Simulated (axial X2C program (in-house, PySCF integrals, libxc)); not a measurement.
**Worked dissociation energy of BeF⁺: HF, spin-free**

All values were computed with an in-house relativistic program for diatomic molecules. Spin-free means the one-electron spin-free X2C Hamiltonian. Basis: F dyall-av3z [7s6p3d2f], Be dyall-cv3z [8s8p3d1f] (cores contracted in-house); Gaussian nuclei, density fitting, unrestricted open shells. Masses: F 18.998 u, Be 9.012 u.

Molecular state: M_S = 0, Λ = 0 (closed shell).

```
E(F) (2M_S = 1, M_L = 0)   : -99.503170 hartree
E(Be+) (2M_S = 1, M_L = 0) : -14.279914 hartree
E(BeF⁺) at Re              : -113.934107 hartree
ωe                         : 1524.1 cm⁻¹
ωexe                       : 8.89 cm⁻¹
```

Task: Work out De and D0.

Result: De = -99.503170 + (-14.279914) − (-113.934107) = 0.15102 hartree = 4.110 eV. The zero-point energy is ωe/2 − ωexe/4 = 760 cm⁻¹ = 0.094 eV, so D0 = 4.015 eV.

The state is one determinant whose occupation by symmetry is held fixed; it was picked as the lowest of a PBE0 search that is not exhaustive. Closed shells are restricted here (equal orbitals for both partners); the stretched side of such a curve lies too high. De is counted from the lowest determinant-based energies of the atoms at the same level, without counterpoise correction.

Hartree–Fock lacks correlation and underbinds, often by eV.

Each atomic determinant is the lowest at this level and need not be a pure term. Totals compare only within one Hamiltonian and basis.
